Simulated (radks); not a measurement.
Species: Mg+. Configuration: [Ne] 3s1. Method: Dirac Kohn-Sham, AM05, spin-unpolarised, spherical densities, point nucleus; computed with a radial shooting solver on a logarithmic mesh with Libxc functionals.

Radial electron density D(r) = 4 pi r^2 rho(r):

r (bohr),D(r) (e/bohr)
0.01143,1.380
0.01299,1.716
0.01476,2.122
0.01678,2.609
0.01892,3.149
0.0215,3.820
0.02444,4.597
0.02778,5.478
0.03132,6.395
0.0356,7.455
0.04046,8.573
0.04598,9.709
0.05226,10.80
0.05892,11.73
0.06697,12.55
0.07612,13.10
0.08651,13.31
0.09754,13.16
0.1109,12.63
0.126,11.76
0.1432,10.65
0.1628,9.477
0.1835,8.487
0.2086,7.734
0.237,7.434
0.2694,7.644
0.3038,8.248
0.3452,9.163
0.3924,10.11
0.446,10.81
0.5069,11.04
0.5715,10.70
0.6495,9.757
0.7382,8.333
0.839,6.640
0.946,5.027
1.075,3.483
1.222,2.261
1.389,1.409
1.579,0.8936
1.78,0.6398
2.023,0.5181
2.299,0.4651
2.613,0.4199
2.946,0.3593
3.348,0.2751
3.806,0.1861
4.325,0.1097
4.916,0.05570
5.543,0.02539
6.3,0.009201
7.16,0.002722
8.138,0.0006420
9.175,0.0001316

D(r) has 2 maxima, at r = 0.0872, 0.499 bohr, and minima at 0.239 bohr, inside which lie 2.20 electrons.
